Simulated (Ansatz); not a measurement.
H3InO (SMILES [OH][InH2]) moved off its minimum; all values from Ansatz (a program for electronic structure), cores frozen in correlated methods. Elements past Kr take the def2 small-core potentials, without spin–orbit coupling.
(charge 0, multiplicity 1)
```xyz
5

In     0.0431    -0.2329     0.0270
H     -1.4027    -0.1847    -1.3091
H      1.6085    -0.8741    -0.5480
O     -0.2188     0.8951     1.4409
H      0.6271     0.9061     2.0207
```

Give the forces (eV/Å), the total energy and the dipole at CCSD(T)/def2-TZVPPD.


```tsv
atom	Fx	Fy	Fz
In1	-0.230	-2.960	-6.131
H2	1.074	-0.179	1.238
H3	-0.303	-0.027	0.386
O4	1.834	2.905	5.732
H5	-2.376	0.261	-1.224
```
Energy -266.1711 hartree, dipole 2.18 D.
